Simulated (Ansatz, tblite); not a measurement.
Cost and result up the ladder for SiH(SiH3)3 (Si₄H₁₀) (14 atoms). Total charge 0; singlet. Geometry: PBE-D4/def2-SVP.

```xyz
14

Si    0.025    0.479   -0.513
H     0.077    1.508   -1.617
Si   -0.985   -1.494   -1.304
H    -0.181   -2.097   -2.425
H    -2.380   -1.220   -1.798
H    -1.059   -2.488   -0.176
Si   -1.228    1.308    1.298
H    -2.656    1.560    0.893
H    -0.635    2.591    1.816
H    -1.214    0.288    2.406
Si    2.202   -0.019    0.226
H     3.049   -0.531   -0.908
H     2.123   -1.084    1.288
H     2.862    1.199    0.815
```

Ansatz on 4 threads of Intel Xeon on a shared host; xTB runs through tblite on one thread. Times are rough, summed over both states, and most runs start from the orbitals of an earlier one. PBE0-D4/def2-TZVP serves as the yardstick here, not as an exact answer. The other state is a triplet.

The xTB rows come from tblite.

xTB has no spin-polarisation term.

| level | functions | wall time | vertical triplet (eV) | difference from PBE0-D4/def2-TZVP (eV) |
| --- | --- | --- | --- | --- |
| GFN2-xTB | 46 | 0.06 s | 3.76 | -1.92 |
| GFN1-xTB | 56 | 0.085 s | 3.72 | -1.96 |
| PBE-D4/def2-TZVP | 208 | 29 s | 5.41 | -0.26 |
| PBE0-D4/def2-TZVP | 208 | 54 s | 5.67 | 0.00 |
| r2SCAN-D4/def2-TZVP | 208 | 55 s | 5.56 | -0.11 |
